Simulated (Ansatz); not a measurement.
Reaction (ligand exchange at the Si–S bond): `N[SiH2]S` + `C[SiH2]O` → `C[SiH2]O[SiH2]N` + H₂S

Program: Ansatz. Geometries: PBE0-D4/def2-TZVP. ΔE: electronic, gas phase. CBS: MP2 limit from def2 TZ/QZ plus the TZ coupled-cluster correction, frozen cores. This one scheme is used for every species. DFT in def2-TZVPP. One conformer a species, not always the lowest.

(1) Is it downhill or uphill in electronic energy at CCSD(T)/CBS, and by how much? (Best estimate.)

(2) What do these levels give: r2SCAN-D4, PBE0-D4, PBE, r2SCAN, PBE0, SCS-MP2/def2-TZVPP, CCSD(T)/def2-TZVPP, HF/def2-QZVPP, MP2/def2-QZVPP, SCS-MP2/def2-QZVPP, HF/CBS(def2), MP2/CBS(def2)? (An estimate is asked.)

Largest T1 diagnostic among the species: 0.011.

Answers

(1) The calculation gave: Downhill: ΔE = -0.68 eV.

(2) The calculation gave: r2SCAN-D4 -0.64, PBE0-D4 -0.58, PBE -0.51, r2SCAN -0.63, PBE0 -0.56, SCS-MP2/def2-TZVPP -0.74, CCSD(T)/def2-TZVPP -0.72, HF/def2-QZVPP -0.86, MP2/def2-QZVPP -0.68, SCS-MP2/def2-QZVPP -0.72, HF/CBS(def2) -0.86, MP2/CBS(def2) -0.65 eV.

In def2-TZVPP, CCSD(T) changes the Hartree–Fock value by +0.12 eV (the triples alone add +0.03 eV) and MP2 by +0.15 eV. The D4 term adds −0.03 eV with B3LYP and −0.02 eV with PBE0; it sums over pairs of atoms, weighted by their polarisabilities, and B3LYP, whose exchange is more repulsive, gets the larger term.

B3LYP here is the variant with VWN-RPA as its local correlation; programs differ in this.
